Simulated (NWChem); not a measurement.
The numbers come from NWChem runs, not from measurements. System: HClSSn, charge 0, spin multiplicity 1, at a geometry optimised with B3LYP/def2-SVP with def2 effective core potentials on Sn. The structure started from a generated list of species. Level: PBE/def2-TZVP with def2 effective core potentials on Sn.

Part of the output:

```
             Northwest Computational Chemistry Package (NWChem) 7.3.0
             --------------------------------------------------------

                                NWChem Input Module
                                -------------------

 Scaling coordinates for geometry "geometry" by  1.889725989
 (inverse scale =  0.529177249)

 Turning off AUTOSYM since
 SYMMETRY directive was detected!

                             Geometry "geometry" -> ""
                             -------------------------

 Output coordinates in angstroms (scale by  1.889725989 to convert to a.u.)

  No.       Tag          Charge          X              Y              Z
 ---- ---------------- ---------- -------------- -------------- --------------
    1 Sn                  50.0000    -0.64757500    -0.07986800     0.00000000
    2 Cl                  17.0000     1.12719600    -1.71406300     0.00000000
    3 S                   16.0000     0.83896100     1.89816500     0.00000000
    4 H                    1.0000    -0.20693500     2.76183000     0.00000000

 Effective nuclear repulsion energy (a.u.)     414.6240028580

            Nuclear Dipole moment (a.u.)
            ----------------------------
        X                 Y               Z
 ---------------- ---------------- ----------------
     0.0000434637    -0.0000018897     0.0000000000

      Symmetry information
      --------------------

 Group name             Cs
 Group number              2
 Group order               2
 No. of unique centers     4

      Symmetry unique atoms

     1    2    3    4


 Summary of "ao basis" -> "" (spherical)
 ------------------------------------------------------------------------------
       Tag                 Description            Shells   Functions and Types
 ---------------- ------------------------------  ------  ---------------------
 *                         def2-tzvp                  on all atoms

 Summary of "ao basis" -> "ao basis" (spherical)
 ------------------------------------------------------------------------------
       Tag                 Description            Shells   Functions and Types
 ---------------- ------------------------------  ------  ---------------------
 Sn                        def2-tzvp                16       50   6s5p3d2f
 Cl                        def2-tzvp                13       37   5s5p2d1f
 S                         def2-tzvp                13       37   5s5p2d1f
 H                         def2-tzvp                 4        6   3s1p
[...]
 Vector   27  Occ=2.000000D+00  E=-2.416843D-01  Symmetry=a"
              MO Center=  7.1D-01,  1.5D+00, -4.6D-15, r^2= 2.7D+00
   Bfn.  Coefficient  Atom+Function         Bfn.  Coefficient  Atom+Function
  ----- ------------  ---------------      ----- ------------  ---------------
   104      0.477383  3 S  pz               107      0.341744  3 S  pz
   101      0.214675  3 S  pz                95     -0.181728  3 S  pz
    67     -0.159225  2 Cl pz                70     -0.117852  2 Cl pz
    18      0.107105  1 Sn pz                12     -0.088682  1 Sn pz
    15      0.083556  1 Sn pz                98     -0.080025  3 S  pz

 Vector   28  Occ=2.000000D+00  E=-2.362628D-01  Symmetry=a'
              MO Center=  1.6D-01,  2.9D-01,  1.3D-14, r^2= 5.1D+00
   Bfn.  Coefficient  Atom+Function         Bfn.  Coefficient  Atom+Function
  ----- ------------  ---------------      ----- ------------  ---------------
     6      0.361395  1 Sn s                  5      0.306940  1 Sn s
    65      0.272550  2 Cl px               103      0.259498  3 S  py
     2      0.244151  1 Sn s                102      0.243374  3 S  px
     3     -0.206425  1 Sn s                 68      0.204923  2 Cl px
   105      0.189410  3 S  px                10      0.180093  1 Sn px

 Vector   29  Occ=0.000000D+00  E=-1.292522D-01  Symmetry=a"
              MO Center= -4.8D-01,  4.0D-02,  1.7D-15, r^2= 4.0D+00
   Bfn.  Coefficient  Atom+Function         Bfn.  Coefficient  Atom+Function
  ----- ------------  ---------------      ----- ------------  ---------------
    18      0.544471  1 Sn pz                12     -0.351493  1 Sn pz
    15      0.334369  1 Sn pz                21      0.283919  1 Sn pz
   107     -0.210761  3 S  pz               104     -0.189019  3 S  pz
    70     -0.157134  2 Cl pz                67     -0.143559  2 Cl pz
   101     -0.097256  3 S  pz                64     -0.079509  2 Cl pz

 Vector   30  Occ=0.000000D+00  E=-6.177661D-02  Symmetry=a'
              MO Center= -6.1D-01, -9.4D-02, -5.2D-15, r^2= 5.1D+00
   Bfn.  Coefficient  Atom+Function         Bfn.  Coefficient  Atom+Function
  ----- ------------  ---------------      ----- ------------  ---------------
    20      0.488064  1 Sn py                17      0.415646  1 Sn py
    55      0.268092  2 Cl s                 11     -0.263275  1 Sn py
    14      0.258521  1 Sn py                19     -0.239384  1 Sn px
     5     -0.220104  1 Sn s                 68     -0.206192  2 Cl px
    65     -0.190965  2 Cl px                16     -0.177692  1 Sn px

 Vector   31  Occ=0.000000D+00  E=-4.474117D-02  Symmetry=a'
              MO Center= -4.3D-01,  1.6D-01, -2.0D-14, r^2= 5.9D+00
   Bfn.  Coefficient  Atom+Function         Bfn.  Coefficient  Atom+Function
  ----- ------------  ---------------      ----- ------------  ---------------
    19      0.514539  1 Sn px               106      0.445984  3 S  py
    16      0.414822  1 Sn px                 5      0.409173  1 Sn s
    92     -0.351936  3 S  s                 20      0.310863  1 Sn py
     6      0.240647  1 Sn s                 10     -0.237350  1 Sn px
    17      0.235562  1 Sn py                13      0.232409  1 Sn px

 center of mass
 --------------
 x =  -0.10492087 y =  -0.05982526 z =   0.00000000

 moments of inertia (a.u.)
 ------------------
         807.733492277007          40.897341697031           0.000000000000
          40.897341697031         413.696661310104           0.000000000000
           0.000000000000           0.000000000000        1221.430153587112

     Multipole analysis of the density
     ---------------------------------

     L   x y z        total         alpha         beta         nuclear
     -   - - -        -----         -----         ----         -------
     0   0 0 0     -0.000000    -28.000000    -28.000000     56.000000

     1   1 0 0     -1.302403    -17.783574    -17.783574     34.264744
     1   0 1 0      0.466646     -1.879677     -1.879677      4.226000
     1   0 0 1     -0.000000     -0.000000     -0.000000      0.000000

     2   2 0 0    -38.399552    -94.424227    -94.424227    150.448902
     2   1 1 0     -0.674253     11.803295     11.803295    -24.280843
     2   1 0 1     -0.000000     -0.000000     -0.000000      0.000000
     2   0 2 0    -39.331214   -225.649471   -225.649471    411.967728
     2   0 1 1      0.000000      0.000000      0.000000      0.000000
     2   0 0 2    -36.826048    -18.413024    -18.413024      0.000000

 Task  times  cpu:        5.3s     wall:        5.3s

 Total times  cpu:        5.3s     wall:        5.3s
```

Question: Write an NWChem input that would produce this output.

Answer: Several could match; the one computed here: 
```
start mol
memory heap 200 mb stack 900 mb global 1100 mb
geometry units angstroms nocenter noautoz
  Sn    -0.647575    -0.079868     0.000000
  Cl     1.127196    -1.714063     0.000000
  S      0.838961     1.898165     0.000000
  H     -0.206935     2.761830     0.000000
  symmetry group Cs
end
basis spherical
  * library def2-tzvp
end
ecp
  Sn library def2-ecp
end
dft
  xc xpbe96 cpbe96
  semidirect memsize 60000000 filesize 0
  iterations 100
end
task dft energy
```
